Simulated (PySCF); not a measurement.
## Computed properties of H2Pb2, SMILES [PbH]#[PbH]

H2Pb2, SMILES [PbH]#[PbH]. Geometry: PBE0-D3(BJ)/def2-TZVP. The def2 effective core potentials stand for the cores of Pb; spin–orbit coupling is left out. Other conformers were not sampled. All values are computed for the isolated molecule unless a solvent is named; none is compared with measurement here.

**Structure.** The optimised structure has C2v symmetry. All 6 harmonic modes at PBE0-D3(BJ)/def2-TZVP (PySCF) are real, so it is a minimum.

**Vibrations.** The strongest infrared lines (harmonic, unscaled, degenerate partners summed) lie at 949 cm⁻¹ (391 km/mol, H 99 %), 1151 cm⁻¹ (172 km/mol, H 100 %), 623 cm⁻¹ (64 km/mol, H 99 %). The softest mode is at 142 cm⁻¹ and the zero-point energy is 7.0 kcal/mol.

**Electronic structure.** PBE0/def2-TZVPD (PySCF) places the frontier levels at -4.84 and -1.88 eV, a gap of 2.96 eV, and gives a dipole moment of 1.25 D and a mean polarisability of 118.3 bohr³. PBE/def2-TZVPD (PySCF) at the same geometry gives -4.13 and -2.56 eV, so its gap is 1.39 eV narrower. An orbital gap is neither the optical nor the fundamental gap.

**Excitations.** TDA-B3LYP/def2-TZVPD (PySCF) has S1 at 1.69 eV (734 nm, f = 0.000, dark); the most intense of the 10 singlets computed lies at 3.81 eV (f = 0.32). T1 (TDA) is at 1.31 eV, 0.38 eV under S1. TDA-PBE/def2-TZVPD (PySCF) puts S1 at 1.71 eV.
